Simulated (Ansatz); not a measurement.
What each rung costs, and what it gives

The pair of Cl⁻ (SMILES [Cl-], atom 1) and CH5N (SMILES CN, atoms 2–8), both closed shells, in one local arrangement (a lower one may exist), relaxed at PBE0-D4/def2-TZVPD:

| atom | x (Å) | y (Å) | z (Å) |
| --- | --- | --- | --- |
| Cl1 | -1.1191 | 0.4576 | -2.7919 |
| C2 | 0.7028 | -0.0298 | 0.5344 |
| N3 | -0.6687 | -0.4631 | 0.3449 |
| H4 | 0.9242 | 0.9734 | 0.1384 |
| H5 | 1.3742 | -0.7261 | 0.0239 |
| H6 | 0.9680 | -0.0454 | 1.5988 |
| H7 | -0.8935 | -0.3607 | -0.6550 |
| H8 | -1.2880 | 0.1941 | 0.8064 |

Interaction energies are counterpoise-corrected; the time is that of the whole pair.

Program: Ansatz 0.2.0. Basis: as named in each row. Cores are frozen in the correlated methods. B3LYP uses VWN-RPA correlation. Extrapolation: Hartree–Fock as exp(−7.88 √X), correlation as X^−2.97.

Times are rough, for one single point on 2 threads of a shared host (Arm Neoverse V2).

The estimate by CCSD(T) at an estimated basis limit (MP2 extrapolated from triple and quadruple zeta, plus CCSD(T) − MP2 in triple zeta) is -10.23 kcal/mol.

| method | basis | time (s) | interaction energy (kcal/mol) | method less estimate |
| --- | --- | --- | --- | --- |
| HF | STO-3G | under 1 | -7.67 | 2.56 |
| PBE-D4 | STO-3G | under 1 | -14.30 | -4.07 |
| SPW92 | def2-SVP | under 1 | -15.54 | -5.31 |
| B3LYP-D4 | 6-31G | under 1 | -12.02 | -1.79 |
| PBE-D4 | def2-SVP | under 1 | -13.20 | -2.97 |
| PBE0-D4 | def2-SVP | under 1 | -12.60 | -2.37 |
| CCSD(T) | def2-SVP | 1 | -9.12 | 1.11 |
| revPBE-D4 | def2-TZVPPD | 2 | -11.23 | -1.00 |
| PBE-D4 | def2-TZVPPD | 2 | -11.24 | -1.01 |
| BLYP-D4 | def2-TZVPPD | 2 | -10.70 | -0.47 |
| PBE0-D4 | def2-TZVPPD | 2 | -10.82 | -0.59 |
| HSE06-D4 | def2-TZVPPD | 3 | -10.80 | -0.57 |
| B3LYP-D4 | def2-TZVPPD | 3 | -10.58 | -0.35 |
| wB97M-V | def2-SVP | 3 | -11.61 | -1.38 |
| r2SCAN-D4 | def2-TZVPPD | 4 | -10.70 | -0.47 |
| B2PLYP | def2-TZVPPD | 5 | -9.22 | 1.01 |
| wB97X-V | def2-TZVPPD | 7 | -10.07 | 0.16 |
| B97M-V | def2-TZVPPD | 8 | -10.12 | 0.11 |
| wB97M-V | def2-TZVPPD | 8 | -10.13 | 0.10 |
| MP2 | def2-QZVPPD | 14 | -10.21 | 0.02 |
| CCSD(T) | def2-TZVPPD | 57 | -9.56 | 0.67 |

The T1 diagnostic stays at or below 0.009.
